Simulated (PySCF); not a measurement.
C₆H₁₉NSi₂, SMILES C[Si](C)(C)N[Si](C)(C)C, singlet (GFN2-xTB optimised geometry):

```
28

C     -2.494     0.275     2.371
Si    -0.980     0.664     1.275
C     -1.221     2.355     0.430
C      0.592     0.671     2.350
N     -0.815    -0.512     0.000
Si    -0.192    -2.139     0.000
C     -0.822    -3.068     1.538
C      1.717    -2.139     0.000
C     -0.832    -2.969    -1.592
H     -3.406     0.232     1.783
H     -2.382    -0.683     2.868
H     -2.635     1.029     3.140
H     -0.380     2.603    -0.210
H     -2.116     2.368    -0.182
H     -1.318     3.148     1.164
H      0.528     1.409     3.144
H      1.473     0.898     1.758
H      0.748    -0.297     2.814
H     -1.139    -0.194    -0.899
H     -0.462    -4.092     1.559
H     -1.907    -3.100     1.563
H     -0.487    -2.583     2.448
H      2.116    -3.148    -0.049
H      2.112    -1.589    -0.849
H      2.108    -1.675     0.899
H     -0.492    -3.997    -1.660
H     -0.479    -2.451    -2.478
H     -1.917    -2.979    -1.626
```

Level of theory: PBE0/def2-SVP in PySCF.

Problem. What are the frontier orbital energies and the dipole moment?

Solution. HOMO-2 -8.25 eV, HOMO-1 -8.23 eV, HOMO -6.62 eV, LUMO 1.30 eV, LUMO+1 2.09 eV; dipole moment 0.47 D.

On the same geometry PBE/def2-SVP run with PySCF gives HOMO-2 -6.89 eV, HOMO-1 -6.87 eV, HOMO -5.24 eV, LUMO 0.49 eV, LUMO+1 1.19 eV; dipole moment 0.46 D.

Meta-Löwdin charges at PBE0/def2-SVP: C1 -0.57, Si2 0.98, C3 -0.56, C4 -0.57, N5 -0.79, Si6 0.98, C7 -0.57, C8 -0.57, C9 -0.56, H10 0.11, H11 0.11, H12 0.11, H13 0.11, H14 0.11, H15 0.11, H16 0.11, H17 0.11, H18 0.11, H19 0.22, H20 0.11, H21 0.11, H22 0.11, H23 0.11, H24 0.11, H25 0.11, H26 0.11, H27 0.11, H28 0.11.
